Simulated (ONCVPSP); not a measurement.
# beryllium (Be), ONCV: configuration errors across variants

beryllium (Be), optimised norm-conserving Vanderbilt (ONCV), made with ONCVPSP 4.0.1 (PBE, scalar-relativistic). Core none, reference 1s2 2s1.75 2p0.25. Waves: 1s+2s: rc 0.65 bohr, ncon 4, nbas 7, qcut 18.9 1/bohr, 2 projectors; 2p: rc 4.00 bohr, ncon 3, nbas 6, qcut 3.2 1/bohr, 3 projectors, debl 3.9 Ha; d scattering state at 0.25 Ha: rc 3.95 bohr, ncon 4, nbas 8, qcut 2.6 1/bohr, 2 projectors, debl 2.1 Ha. Local part: polynomial inside 0.45 bohr (lpopt 5, dvloc0 3 Ha). Core correction: none.

All-electron excitation energies from the reference (eV): (1) 1s2 2s2 2p0 -0.899; (2) 1s2 2s1 2p0 8.651; (3) 1s2 2s0 2p0 26.599; (4) 1s2 2s1.5 2p0 2.862.

1 further variants failed, have other tests or too few solved ones, and are left out.

Errors AE − PS in meV (a dash: test not solved or not reliable):

```
    change   (1)  (2)  (3)   (4)  bound ghosts  GHOST(+) flags above zero
      base  -1.9  +25  +66  +9.5          none                          p
p: rc 2.84  -1.1  +11  +34  +3.8          none                          p
p: rc 3.36  -1.4  +17  +48  +6.1          none                          p
p: rc 3.96  -1.8  +24  +65  +9.2          none                          p
p: rc 4.58  -2.2  +32  +83   +13          none                          p
```

Give the same row for: p: rc 5.14.

-2.8, +47, +116, +19; bound ghosts: none; GHOST(+) flags above zero: p.
